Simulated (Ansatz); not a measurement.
Basis sets compared for the cluster MgSe2 (the lowest singlet isomer of a short search). The state is a singlet with charge 0. Geometry PBE-D4/def2-TZVP. Ansatz on 4 threads of Arm Neoverse V2 on a shared host; times are rough, and most runs start from earlier orbitals.

```xyz
3

Mg    0.515    0.735   -0.989
Se   -0.543   -1.303   -0.349
Se    0.027    0.568    1.338
```

The 6-31G sets use Cartesian d functions. The order of the spin states hangs on the level: the triplet lies 0.10 eV below the singlet at PBE0-D4/def2-TZVP, but 0.44 eV above it at HF/STO-3G. The structure comes from a short search, and lower isomers may exist.

```
                            level  functions  energy (Eh)  HOMO (eV)  LUMO (eV)  wall time
                        HF/STO-3G         45   -4944.2617      -3.87       4.45     0.15 s
                         HF/6-31G         71   -4998.5764      -7.76      -1.75      0.4 s
                     HF/def2-TZVP        128   -4999.3314      -7.56      -1.51      0.8 s
                  PBE-D4/def2-SVP         82   -5001.7235      -4.19      -4.13     0.65 s
                 PBE-D4/def2-TZVP        128   -5002.3876      -4.34      -4.16        1 s
r2SCAN-D4/def2-TZVP (with forces)        128   -5003.1765      -4.49      -3.87      2.6 s
                 PBE0-D4/def2-SVP         82   -5001.8890      -5.23      -3.56      0.9 s
                PBE0-D4/def2-TZVP        128   -5002.5530      -5.33      -3.56      2.6 s
```

Problem. Estimate the rows for PBE-D4/def2-TZVPD, r2SCAN-D4/def2-TZVPD, PBE0-D4/def2-TZVPD.

Solution. 
```tsv
level	functions	energy (Eh)	HOMO (eV)	LUMO (eV)	wall time
PBE-D4/def2-TZVPD	149	-5002.3888	-4.38	-4.18	1.4 s
r2SCAN-D4/def2-TZVPD	149	-5003.1773	-4.52	-3.87	2.9 s
PBE0-D4/def2-TZVPD	149	-5002.5540	-5.36	-3.58	2 s
```
